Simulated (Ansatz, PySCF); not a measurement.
C2H7FSi2, SMILES F[SiH2]/C=C\[SiH3]. Atoms are numbered in the order given.

```xyz
12

F     -0.7591     1.4622     0.2522
Si    -1.0699     0.6247    -1.1150
C      0.0044    -0.8917    -1.1053
C      0.8821    -1.2392    -0.1461
Si     1.3071    -0.3360     1.4616
H     -0.7640     1.5059    -2.2771
H     -2.5174     0.2709    -1.1221
H     -0.0989    -1.5600    -1.9745
H      1.4388    -2.1754    -0.3015
H      1.8824     1.0156     1.2020
H      2.3451    -1.1646     2.1479
H      0.1243    -0.2244     2.3637
```
Charge 0, spin multiplicity 1.

Coordinates come from a PBE0-D3(BJ)/def2-SVP optimisation. The structure was generated by enumeration; whether it is a known compound was not checked. Other conformers were not sampled.

Two levels are set side by side: PBE-D3(BJ)/def2-SVP (Ansatz, a program for electronic structure) and PBE0-D3(BJ)/def2-SVP (Ansatz). Each level has its own optimised geometry; the coordinates shown are those of the second. Frequencies come from the Hessian of PySCF at each geometry. Differences are taken from unrounded values.

| quantity | PBE0-D3(BJ) |
|---|---|
| mean bond length (Å) | 1.490 |
| bond F1–Si2 (Å) | 1.633 |
| bond Si2–C3 (Å) | 1.858 |
| bond C3–C4 (Å) | 1.346 |
| bond C4–Si5 (Å) | 1.892 |
| bond Si2–H6 (Å) | 1.490 |
| bond Si2–H7 (Å) | 1.490 |
| bond C3–H8 (Å) | 1.101 |
| bond C4–H9 (Å) | 1.100 |
| bond Si5–H10 (Å) | 1.492 |
| bond Si5–H11 (Å) | 1.495 |
| bond Si5–H12 (Å) | 1.492 |
| highest harmonic wavenumber (cm⁻¹) | 3138 |
| mean harmonic wavenumber (cm⁻¹) | 1139 |
| zero-point energy (kcal/mol) | 48.85 |

Problem. What does PBE-D3(BJ) give, and how far is it from PBE0-D3(BJ)? (Estimate from the structure and the level; the computed values follow.)

Solution. 
| quantity | PBE-D3(BJ) | PBE-D3(BJ) minus PBE0-D3(BJ) |
|---|---|---|
| mean bond length (Å) | 1.500 | 0.010 |
| bond F1–Si2 (Å) | 1.649 | 0.016 |
| bond Si2–C3 (Å) | 1.867 | 0.009 |
| bond C3–C4 (Å) | 1.356 | 0.011 |
| bond C4–Si5 (Å) | 1.900 | 0.008 |
| bond Si2–H6 (Å) | 1.502 | 0.012 |
| bond Si2–H7 (Å) | 1.502 | 0.012 |
| bond C3–H8 (Å) | 1.110 | 0.009 |
| bond C4–H9 (Å) | 1.108 | 0.008 |
| bond Si5–H10 (Å) | 1.502 | 0.011 |
| bond Si5–H11 (Å) | 1.505 | 0.010 |
| bond Si5–H12 (Å) | 1.502 | 0.011 |
| highest harmonic wavenumber (cm⁻¹) | 3044 | -94 |
| mean harmonic wavenumber (cm⁻¹) | 1100 | -39 |
| zero-point energy (kcal/mol) | 47.17 | -1.68 |

GGA bonds tend to be longer and softer than those of functionals with exact exchange. Differences between two approximate levels are no errors against the true value.
